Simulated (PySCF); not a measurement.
# How methods differ on the excitation energy of Pb

Pb [Xe] 4f14 5d10 6s2 6p2 (3P) → Pb [Xe] 4f14 5d10 6s1 6p3 (5S), as a difference of total energies. Calculation: PySCF 2.14, in aug-cc-pVTZ-PP with one added diffuse shell each of d, f type with ECP60MDF (6s5p5d3f, 67 functions); a scalar-relativistic core potential. Correlated levels: valence: 5s2 5p6 5d10 frozen. The calculations carry no spin-orbit coupling.

```tsv
method	excitation energy (eV)
UHF	4.694
MP2 (valence)	5.319
SCS-MP2 (valence)	5.606
CCSD (valence)	5.465
CCSD(T) (valence)	5.488
```

How much does correlation contribute at CCSD(T) (valence)?

5.488 − (4.694) = 0.794 eV, measured against UHF.

Spin-orbit coupling is strong in these open shells (close to jj coupling). The scalar numbers leave it out and a first-order estimate fails, so it can dominate the gap to the real levels.
